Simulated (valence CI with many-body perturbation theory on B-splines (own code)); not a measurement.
**Level structure of Yb LVII**

Calculated by valence CI with perturbative core correlation (CI+MBPT): four valence electrons over a frozen Dirac-Fock core [Ne], radial functions for each j: 11 s, 11 p, 9 d, 7 f, 5 g, 2 h, 1 i, with the one-electron correlation potential Σ1, the two-electron term Σ2, the three-electron term Σ3, Breit, model QED; selected CI, second order for the rest (own B-spline code, finite nucleus).

No measured spectrum was set against this ion. As an estimate, large intervals hold to a few tenths of a per cent, small ones and those within an open d or f shell to about a per cent.

Levels 1 to 45 of 65, with energies above the lowest level, (3s^2 3p1/2^2) J=0. "Leading %" is the weight of the configuration and term that name the level; weights of strongly mixed levels are sums over their largest components and can fall short. In the jj column 3d3/2^4 stands for four electrons in 3d with j = 3/2. Lifetimes count E1, E2, E3, M1 and M2 decay at the calculated energies, and are blank where another channel may lead or the interval is too uncertain; long ones can be off by a factor of two.

```tsv
No.	Configuration	Term	J	E (× 10³ cm⁻¹)	Leading %	Lifetime	Second component	Leading jj
1	3s²3p²	³P	0	0.00	69		30 % 3s²3p² ¹S	3s^2 3p1/2^2 (99 %)
2	3s²3p²	³P	1	2137.5	99	8.38 ns		3s^2 3p1/2 3p3/2 (99 %)
3	3s²3p²	¹D	2	2208.3	64	630 ns	35 % 3s²3p² ³P	3s^2 3p1/2 3p3/2 (99 %)
4	3s3p³	³P°	2	3380.1	46	44.6 ps	28 % 3s3p³ ⁵S°	3s 3p1/2^2 3p3/2 (96 %)
5	3s3p³	³D°	1	3592.3	30	1.86 ps	23 % 3s3p³ ¹P°	3s 3p1/2^2 3p3/2 (83 %)
6	3s²3p3d	³F°	2	3793.1	74	120 ps	20 % 3s²3p3d ¹D°	3s^2 3p1/2 3d3/2 (99 %)
7	3s²3p3d	³D°	1	4115.2	45	333 fs	24 % 3s²3p3d ¹P°	3s^2 3p1/2 3d3/2 (83 %)
8	3s²3p²	³P	2	4398.6	63	3.01 ns	35 % 3s²3p² ¹D	3s^2 3p3/2^2 (98 %)
9	3s²3p3d	³P°	2	4440.7	44	3.93 ps	33 % 3s²3p3d ³D°	3s^2 3p1/2 3d5/2 (96 %)
10	3s²3p3d	³F°	3	4447.9	52	6.26 ps	25 % 3s²3p3d ¹F°	3s^2 3p1/2 3d5/2 (98 %)
11	3s²3p²	¹S	0	4552.4	68	2.72 ns	30 % 3s²3p² ³P	3s^2 3p3/2^2 (98 %)
12	3s3p²3d	³D	1	5066.1	43	21.1 ps	41 % 3s3p²3d ⁵F	3s 3p1/2^2 3d3/2 (98 %)
13	3s3p²3d	³D	2	5120.1	29	21.6 ps	20 % 3s3p²3d ⁵F	3s 3p1/2^2 3d3/2 (97 %)
14	3s3p³	³D°	2	5463.1	50	2.62 ps	44 % 3s3p³ ⁵S°	3s 3p1/2 3p3/2^2 (95 %)
15	3s3p³	³D°	3	5597.3	93	4.01 ps		3s 3p1/2 3p3/2^2 (93 %)
16	3s3p²3d	³D	3	5677.1	33	5.23 ps	21 % 3s3p²3d ⁵D	3s 3p1/2^2 3d5/2 (97 %)
17	3s3p³	³P°	0	5686.9	87	2.24 ps	12 % 3s²3p3d ³P°	3s 3p1/2 3p3/2^2 (87 %)
18	3s3p²3d	³F	2	5782.0	28	4.69 ps	21 % 3s3p²3d ¹D	3s 3p1/2^2 3d5/2 (95 %)
19	3s3p³	³P°	1	5795.1	35	1.30 ps	21 % 3s3p³ ³D°	3s 3p1/2 3p3/2^2 (83 %)
20	3s3p³	¹D°	2	5799.4	56	1.03 ps	11 % 3s²3p3d ³D°	3s 3p1/2 3p3/2^2 (72 %)
21	3s3p³	³S°	1	5882.0	33	470 fs	25 % 3s3p³ ³P°	3s 3p1/2 3p3/2^2 (96 %)
22	3s²3p3d	³F°	3	6211.3	43	661 fs	36 % 3s²3p3d ¹F°	3s^2 3p3/2 3d3/2 (93 %)
23	3s²3p3d	³D°	2	6234.9	40	320 fs	18 % 3s3p³ ¹D°	3s^2 3p3/2 3d3/2 (72 %)
24	3s²3p3d	³P°	1	6241.4	47	402 fs	32 % 3s²3p3d ³D°	3s^2 3p3/2 3d3/2 (84 %)
25	3s²3p3d	³P°	0	6250.8	87	472 fs	12 % 3s3p³ ³P°	3s^2 3p3/2 3d3/2 (87 %)
26	3s²3p3d	³F°	4	6533.6	99	6.07 ns		3s^2 3p3/2 3d5/2 (99 %)
27	3s²3p3d	³P°	2	6601.9	44	7.24 ps	40 % 3s²3p3d ¹D°	3s^2 3p3/2 3d5/2 (95 %)
28	3s²3p3d	³D°	3	6784.9	58	1.92 ps	38 % 3s²3p3d ¹F°	3s^2 3p3/2 3d5/2 (94 %)
29	3s²3p3d	¹P°	1	6858.3	63	2.74 ps	24 % 3s²3p3d ³P°	3s^2 3p3/2 3d5/2 (96 %)
30	3p⁴	³P	2	6983.1	24	3.07 ps	20 % 3s3p²3d ⁵F	3s 3p1/2 3p3/2 3d3/2 (60 %)
31	3s3p²3d	⁵D	0	7042.9	72	15.6 ps	14 % 3s3p²3d ³P	3s 3p1/2 3p3/2 3d3/2 (91 %)
32	3s3p²3d	⁵D	1	7064.4	52	20.3 ps	22 % 3s3p²3d ⁵F	3s 3p1/2 3p3/2 3d3/2 (99 %)
33	3s3p²3d	⁵F	3	7104.1	44	18.9 ps	35 % 3s3p²3d ³F	3s 3p1/2 3p3/2 3d3/2 (96 %)
34	3p⁴	³P	2	7125.5	26	1.34 ps	24 % 3s3p²3d ⁵F	3s 3p1/2 3p3/2 3d3/2 (53 %)
35	3p⁴	¹S	0	7206.0	43	1.04 ps	25 % 3p⁴ ³P	3p1/2^2 3p3/2^2 (68 %)
36	3s3p²3d	³G	4	7229.8	30	47.9 ps	22 % 3s3p²3d ⁵F	3s 3p1/2 3p3/2 3d3/2 (93 %)
37	3s3p²3d	³F	2	7335.9	59	1.13 ps	8 % 3s3p²3d ³P	3s 3p1/2 3p3/2 3d3/2 (86 %)
38	3s3p²3d	³D	3	7381.1	31	667 fs	19 % 3s3p²3d ⁵P	3s 3p1/2 3p3/2 3d3/2 (90 %)
39	3s3p²3d	⁵P	1	7416.9	32	593 fs	25 % 3s3p²3d ³P	3s 3p1/2 3p3/2 3d3/2 (96 %)
40	3s3p²3d	³D	2	7426.3	24	461 fs	23 % 3s3p²3d ⁵P	3s 3p1/2 3p3/2 3d3/2 (85 %)
41	3s3p²3d	³G	3	7455.6	47	668 fs	22 % 3s3p²3d ¹F	3s 3p1/2 3p3/2 3d3/2 (97 %)
42	3s3p²3d	³D	1	7468.5	42	524 fs	20 % 3s3p²3d ¹P	3s 3p1/2 3p3/2 3d3/2 (94 %)
43	3s3p²3d	⁵D	4	7545.5	47	167 ps	35 % 3s3p²3d ⁵F	3s 3p1/2 3p3/2 3d5/2 (99 %)
44	3s3p²3d	³D	1	7639.0	51	340 fs	15 % 3s3p²3d ³P	3s 3p1/2 3p3/2 3d3/2 (86 %)
45	3s3p²3d	³F	2	7670.2	30	350 fs	15 % 3s3p²3d ¹D	3s 3p1/2 3p3/2 3d3/2 (74 %)
```

The ionisation energy to 3s²3p ²P°1/2 of the next ion comes out as 5732.3 eV (NIST: 5731 ± 5 eV (theoretical)). All 65 levels together are meant to be complete up to 8452.1 × 10³ cm⁻¹.
